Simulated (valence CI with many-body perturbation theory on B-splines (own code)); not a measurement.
**A CI+MBPT run for Zr8+**

Computed by configuration interaction combined with many-body perturbation theory (CI+MBPT): four valence electrons over a frozen Dirac-Fock core [Ar] 3d10, radial functions for each j: 11 s, 11 p, 9 d, 7 f, 5 g, 2 h, 1 i, with the one-electron correlation potential Σ1 (screened to all orders), the two-electron term Σ2, the three-electron term Σ3, Breit, model QED; selected single and double excitations, second order for the rest, scaled by the run's own slope (own B-spline code, finite nucleus).

Command, and the settings that its task file holds:

```sh
python run_cv.py task.json out
```

```
atom Zr  Z=40  mass_number=90  rms_radius_fm=4.2694
core [Ar] 3d10
valence 4s2 4p2
avg = 1
basis = L
breit = 1
cap = 40000
capref = 1200
cscale = 1
de = 0.0
dress = 0
eps = 2e-08
extrap = 1
h = 0.27
hh = 1
l2 = 3
lcore = 6
maxit = 60
n2 = 5
natural = 1
nlev = 60
nno = [7, 7, 6, 5, 4, 2, 1]
nroot = 26
nsp = [4, 4, 3, 2, 1, 0, 0]
pt2 = 1
qed = 1
rpa = 1
s1 = 1
s2 = 1
s3 = 1
screen = 1
tol = 2e-05
whole = 1
```

Q: Roughly how long does this run take on one core of Intel(R) Xeon(R) Processor @ 2.30GHz, and how much memory?

A: 5.6 min on 1 thread of Intel(R) Xeon(R) Processor @ 2.30GHz, with other jobs on the host, peak memory 1.2 GiB.

Log. The first blocks belong to the next ion, which gives the ionisation energy. Fields: 2J, parity (1 odd), roots, reference size, generating configurations, candidates as configurations/state functions, variational space P, stored matrix elements, Davidson steps; e2 is the range of second-order energies in hartree. The first line gives the box (bohr), its intervals, the orbitals and the steps of their self-consistent field. Window is the range of levels sought, series limit the energy at which the first omitted orbital would enter, core excitation an estimate of the first excitation out of the core, left out the lowest levels not solved, and shifts from estimates the range by which levels moved from their first estimate, all in cm⁻¹.

```
rmax 16.6 intervals 64 orbitals 81 references ['4s2 4p2', '4s 4p3', '4s2 4p 4d', '4p4', '4s 4p2 4d'] scf 6 t 1.5
2J=1 par=1 roots 2 ref 38 generators 11 cand 2567/3804 P 2598/3842 nnz 2.2e+06 it 6
2J=1 par=1 roots 2 ref 38 generators 19 cand 1297/1989 P 3895/5831 nnz 4.1e+06 it 5
   second order: generators 52 cand 18814/28693 e2 -0.00004 -0.00001
reference levels 744, estimated 216, window 553079 1/cm; series limit 974681, core excitation 1381848
2J=0 par=0 roots 8 ref 43 generators 33 cand 3454/5532 P 5249/8072 nnz 4.2e+06 it 10
2J=0 par=0 roots 8 ref 43 generators 53 cand 9489/17110 P 14738/25182 nnz 2.7e+07 it 11
   second order: generators 128 cand 107448/236180 e2 -0.00018 -0.00002
2J=2 par=0 roots 11 ref 83 generators 28 cand 1577/5429 P 2494/7997 nnz 6.3e+06 it 9
2J=2 par=0 roots 11 ref 83 generators 52 cand 8082/32006 P 10576/40003 nnz 1e+08 it 12
   second order: generators 121 cand 106251/580847 e2 -0.00031 -0.00006
2J=4 par=0 roots 15 ref 104 generators 39 cand 1329/5383 P 2197/7978 nnz 6.7e+06 it 12
2J=4 par=0 roots 15 ref 104 generators 58 cand 6647/32022 P 8844/40000 nnz 1.1e+08 it 11
   second order: generators 149 cand 115226/875389 e2 -0.00158 -0.00015
2J=4 par=1 roots 10 ref 103 generators 33 cand 1469/5354 P 2286/7954 nnz 6.5e+06 it 8
2J=4 par=1 roots 10 ref 103 generators 68 cand 6895/32035 P 9181/39989 nnz 9.9e+07 it 14
   second order: generators 154 cand 136608/914541 e2 -0.00090 -0.00006
2J=2 par=1 roots 10 ref 91 generators 40 cand 1848/5425 P 2862/7986 nnz 5.8e+06 it 11
2J=2 par=1 roots 10 ref 91 generators 81 cand 8601/32001 P 11463/39987 nnz 8.7e+07 it 9
   second order: generators 188 cand 147443/754756 e2 -0.00028 -0.00006
2J=6 par=1 roots 5 ref 80 generators 21 cand 1500/5447 P 2334/7994 nnz 6.5e+06 it 10
2J=6 par=1 roots 5 ref 80 generators 48 cand 6133/32010 P 8467/40004 nnz 1.1e+08 it 15
   second order: generators 118 cand 109354/917695 e2 -0.00067 -0.00016
2J=0 par=1 roots 4 ref 35 generators 25 cand 3429/5400 P 5159/7991 nnz 4.1e+06 it 5
2J=0 par=1 roots 4 ref 35 generators 46 cand 7571/12792 P 12730/20783 nnz 2e+07 it 7
   second order: generators 112 cand 104547/217114 e2 -0.00013 -0.00004
2J=8 par=1 roots 2 ref 48 generators 14 cand 1248/5491 P 2047/7989 nnz 6.5e+06 it 6
2J=8 par=1 roots 2 ref 48 generators 34 cand 6479/31946 P 8526/39935 nnz 1.1e+08 it 9
   second order: generators 70 cand 81891/718024 e2 -0.00038 -0.00017
2J=6 par=0 roots 11 ref 70 generators 26 cand 1199/5449 P 1945/7990 nnz 6.9e+06 it 9
2J=6 par=0 roots 11 ref 70 generators 51 cand 5784/31805 P 7729/39795 nnz 1.1e+08 it 11
   second order: generators 121 cand 114039/984049 e2 -0.00106 -0.00020
2J=8 par=0 roots 7 ref 42 generators 21 cand 1473/5441 P 2318/7980 nnz 6.6e+06 it 12
2J=8 par=0 roots 7 ref 42 generators 53 cand 6013/31976 P 8331/39956 nnz 1.1e+08 it 10
   second order: generators 107 cand 107178/948858 e2 -0.00120 -0.00014
2J=10 par=0 roots 3 ref 14 generators 13 cand 1383/5769 P 2440/8634 nnz 7.4e+06 it 6
2J=10 par=0 roots 3 ref 14 generators 36 cand 5930/31335 P 8370/39969 nnz 1e+08 it 10
   second order: generators 72 cand 104773/910381 e2 -0.00053 -0.00013
left out: unestimated 790405, estimated 584834, shifts from estimates -106 to 119
operators 3.0
```

The Davidson iterations converged.

No measured levels were compared; by estimate levels hold to about 250 cm⁻¹ or 0.2 % of their energy and the worst to 1 %, as in measured heavy ions of charge 2 to 7; those with d or f electrons hold less well. Among the levels kept, up to 350 cm⁻¹ of a level comes from second order outside the variational space, and about a tenth of that is noise between levels of different J, which matters for small intervals.

* Valence energy: -28.56206 hartree
* Ionisation energy: 153.39 eV (NIST: 153 ± 2.2 eV (theoretical))
* Reference configurations for the orbitals: 4s2 4p2, 4s 4p3, 4s2 4p 4d, 4p4, 4s 4p2 4d
* Radial orbitals: 81
* Box radius: 16.59 bohr
* Largest variational space: 40004
* Lowest levels: 4s²4p² ³P_0 0.0, 4s²4p² ³P_1 11350, 4s²4p² ³P_2 18978, 4s²4p² ¹D_2 39808, 4s²4p² ¹S_0 66714, 4s4p³ ⁵S°_2 163460, 4s4p³ ³D°_1 207760, 4s4p³ ³D°_2 208150, 4s4p³ ³D°_3 212480, 4s4p³ ³P°_0 235400, 4s4p³ ³P°_1 236870, 4s4p³ ³P°_2 238710, 4s4p³ ¹D°_2 264580, 4s4p³ ³S°_1 282660 cm⁻¹

Names give the largest LS component (configuration and term), which can be under half, so a name can repeat, a term be missing and a line seem to break the LS rules; names also repeat where a configuration has a term twice.
